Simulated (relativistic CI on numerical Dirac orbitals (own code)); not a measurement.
**Level scheme of Sb17+**

Method of calculation: Dirac-Coulomb-Breit CI, orbitals from a KLI potential per configuration, QED by a radiative potential, unscaled Slater integrals (own radial code, finite nucleus).

Configuration list (outside the closed core [Ar] 3d10): 4s2.4p4, 4s.4p5, 4p6, 4s2.4p3.4d, 4s.4p4.4d, 4s2.4p3.4f, 4s.4p4.4f, 4p5.4d, 4s.4p3.4d2, 4s2.4p2.4d.4f, 4s2.4p3.5s, 4p5.4f, 4p4.4d2, 4p3.4d3, 4p3.4d2.4f, 4p3.4d2.5s. Double excitations out of closed p, d and f shells are left out; levels of such configurations are missing from the list, as are those of other unlisted configurations, and high levels can miss mixing partners.

The lowest level is 4s2.4p4 3P_2, with 78 % of that term; Hund's rules for 4s2.4p4 give 3P with J = 2, in agreement.

```csv
No.,Configuration,Term,J,E (eV),%,Next component (%),jj configuration (%)
1,4s2.4p4,3P,2,0.000,78,21 1D,4p3/2^2 (97)
2,4s2.4p4,3P,0,4.945,57,42 1S,4p3/2^2 (93)
3,4s2.4p4,3P,1,10.265,99,1 4s.4p4.4d 3P,4p1/2 4p3/2^3 (99)
4,4s2.4p4,1D,2,13.095,78,21 3P,4p1/2 4p3/2^3 (97)
5,4s2.4p4,1S,0,26.464,57,41 3P,4p3/2^4 (92)
6,4s.4p5,3P°,2,53.541,86,12 4s2.4p3.4d 3P°,4s 4p3/2^3 (86)
7,4s.4p5,3P°,1,58.053,66,15 1P°,4s 4p3/2^3 (63)
8,4s.4p5,3P°,0,64.230,82,14 4s2.4p3.4d 3P°,4s 4p1/2 4p3/2^4 (82)
9,4s.4p5,1P°,1,70.352,47,25 4s2.4p3.4d 1P°,4s 4p1/2 4p3/2^4 (56)
10,4s2.4p3.4d,5D°,2,71.206,34,26 3F°,4p3/2 4d3/2 (84)
11,4s2.4p3.4d,5D°,0,71.743,63,27 3P°,4p3/2 4d3/2 (78)
12,4s2.4p3.4d,5D°,3,71.757,49,21 3D°,4p3/2 4d3/2 (59)
13,4s2.4p3.4d,5D°,1,72.700,72,13 3P°,4p3/2 4d3/2 (49)
14,4s2.4p3.4d,5D°,4,73.515,64,25 3F°,4p3/2 4d5/2 (78)
15,4s2.4p3.4d,5D°,2,75.166,42,28 3D°,4p3/2 4d5/2 (64)
16,4s2.4p3.4d,3G°,3,79.007,31,27 5D°,4p3/2 4d3/2 (28)
17,4s2.4p3.4d,3D°,1,79.773,82,11 3P°,4p1/2 4p3/2^2 4d3/2 (52)
18,4s2.4p3.4d,1S°,0,80.177,66,22 5D°,4p1/2 4p3/2^2 4d3/2 (62)
19,4s2.4p3.4d,3F°,2,80.213,50,38 3D°,4p1/2 4p3/2^2 4d3/2 (86)
20,4s2.4p3.4d,3F°,3,81.415,74,10 3D°,4p1/2 4p3/2^2 4d3/2 (68)
21,4s2.4p3.4d,3D°,3,82.181,53,29 3G°,4p1/2 4p3/2^2 4d5/2 (66)
22,4s2.4p3.4d,3G°,4,83.215,57,22 5D°,4p1/2 4p3/2^2 4d5/2 (64)
23,4s2.4p3.4d,3D°,1,83.804,81,7 3P°,4p3/2 4d5/2 (42)
24,4s2.4p3.4d,3F°,4,84.219,79,16 1G°,4p1/2 4p3/2^2 4d5/2 (60)
25,4s2.4p3.4d,1G°,4,85.810,59,21 3G°,4p1/2 4p3/2^2 4d5/2 (50)
26,4s2.4p3.4d,3G°,5,86.580,98,1 4s.4p3.4d2 3G°,4p1/2 4p3/2^2 4d5/2 (98)
27,4s2.4p3.4d,3F°,2,87.704,39,36 1D°,4p1/2 4p3/2^2 4d3/2 (75)
28,4s2.4p3.4d,3P°,1,88.971,47,15 3D°,4p1/2 4p3/2^2 4d5/2 (46)
29,4s2.4p3.4d,3P°,0,89.260,63,23 1S°,4p1/2 4p3/2^2 4d5/2 (55)
30,4s2.4p3.4d,3D°,2,90.787,60,20 3P°,4p1/2 4p3/2^2 4d5/2 (88)
31,4s2.4p3.4d,3F°,2,92.613,55,23 3P°,4p1/2 4p3/2^2 4d5/2 (47)
32,4s2.4p3.4d,3F°,3,92.758,44,34 3D°,4p1/2 4p3/2^2 4d5/2 (89)
33,4s2.4p3.4d,3D°,3,93.481,30,24 3G°,4p1/2 4p3/2^2 4d5/2 (48)
34,4s2.4p3.4d,3P°,1,94.993,41,32 1P°,4p1/2 4p3/2^2 4d3/2 (60)
35,4s2.4p3.4d,3P°,2,95.044,60,19 3D°,4p1/2 4p3/2^2 4d3/2 (46)
36,4s2.4p3.4d,3S°,1,97.419,68,16 1P°,4p1/2 4p3/2^2 4d5/2 (56)
37,4s2.4p3.4d,3D°,3,98.066,63,23 1F°,4p1/2 4p3/2^2 4d3/2 (54)
38,4s2.4p3.4d,3F°,4,98.596,60,15 1G°,4p3/2^3 4d5/2 (91)
39,4s2.4p3.4d,3P°,2,99.294,51,24 1D°,4p3/2^3 4d5/2 (84)
40,4s2.4p3.4d,1P°,1,101.655,35,32 3P°,4p1/2 4p3/2^2 4d3/2 (53)
41,4s2.4p3.4d,3D°,2,102.220,44,41 1D°,4p1/2 4p3/2^2 4d5/2 (68)
42,4s2.4p3.4d,1F°,3,102.708,42,42 3D°,4p3/2^3 4d5/2 (87)
43,4s2.4p3.4d,3P°,0,104.134,82,11 4s.4p5 3P°,4p3/2^3 4d3/2 (67)
44,4s2.4p3.4d,3D°,1,105.452,47,21 3P°,4p3/2^3 4d3/2 (50)
45,4s2.4p3.4d,1D°,2,108.750,46,45 3D°,4p3/2^3 4d3/2 (65)
46,4s2.4p3.4d,1F°,3,110.470,74,18 3D°,4p3/2^3 4d3/2 (52)
47,4s2.4p3.4d,1P°,1,117.328,60,29 3D°,4p3/2^3 4d5/2 (72)
48,4p6,1S,0,117.941,71,26 4s.4p4.4d 1S,closed (71)
49,4s.4p4.4d,5D,3,125.266,71,13 5F,4s 4p3/2^2 4d3/2 (62)
50,4s.4p4.4d,5D,2,125.584,69,14 5P,4s 4p3/2^2 4d3/2 (79)
51,4s.4p4.4d,5D,4,125.859,64,29 5F,4s 4p3/2^2 4d5/2 (57)
52,4s.4p4.4d,5D,1,126.670,62,22 5P,4s 4p3/2^2 4d3/2 (75)
53,4s.4p4.4d,5F,5,127.928,86,10 3G,4s 4p3/2^2 4d5/2 (89)
54,4s.4p4.4d,5D,0,128.696,80,20 3P,4s 4p1/2 4p3/2^3 4d3/2 (40)
55,4s.4p4.4d,5F,4,130.582,37,28 3F,4s 4p3/2^2 4d3/2 (41)
56,4s.4p4.4d,5F,3,132.415,60,10 3F,4s 4p3/2^2 4d3/2 (36)
57,4s.4p4.4d,5P,1,132.513,67,19 5D,4s 4p3/2^2 4d3/2 (45)
58,4s.4p4.4d,5F,1,133.081,77,16 3D,4s 4p3/2^2 4d3/2 (53)
59,4s.4p4.4d,5F,2,133.091,76,12 3D,4s 4p3/2^2 4d3/2 (41)
60,4s.4p4.4d,5P,2,134.512,67,12 3D,4s 4p3/2^2 4d3/2 (32)
61,4s.4p4.4d,3P,0,136.739,80,19 5D,4s 4p1/2 4p3/2^3 4d3/2 (58)
62,4s.4p4.4d,3P,1,136.809,77,9 1P,4s 4p3/2^2 4d5/2 (61)
63,4s.4p4.4d,5P,3,136.853,36,22 3F,4s 4p3/2^2 4d5/2 (68)
64,4s.4p4.4d,3F,4,137.554,58,21 5F,4s 4p1/2 4p3/2^3 4d5/2 (50)
65,4s.4p4.4d,5P,3,137.845,40,20 3F,4s 4p3/2^2 4d5/2 (47)
66,4s.4p4.4d,3D,2,139.444,44,31 3P,4s 4p3/2^2 4d5/2 (35)
67,4s.4p4.4d,3D,1,139.448,82,13 5D,4s 4p3/2^2 4d5/2 (31)
68,4s.4p4.4d,3G,3,141.097,33,33 3D,4s 4p3/2^2 4d3/2 (38)
69,4s.4p4.4d,3F,2,142.478,71,9 3D,4s 4p3/2^2 4d5/2 (41)
70,4s.4p4.4d,3G,4,142.969,73,11 3F,4s 4p1/2 4p3/2^3 4d3/2 (40)
```

Energies count from the lowest computed level; ° marks odd parity. Filled j subshells are mostly left out of the jj labels.

The mean weight of the leading LS term, summed over parents, in these 70 levels is 61 %, and that of the leading jj configuration (from the same eigenvectors) 63 %.

At this charge energies of transitions that change n are usually good to better than 1 %, and those within a shell (Δn = 0) to a few per cent.

LS names give the leading component of a level, which can be under half, so a name can repeat, a term be missing and a line seem to break the LS rules.
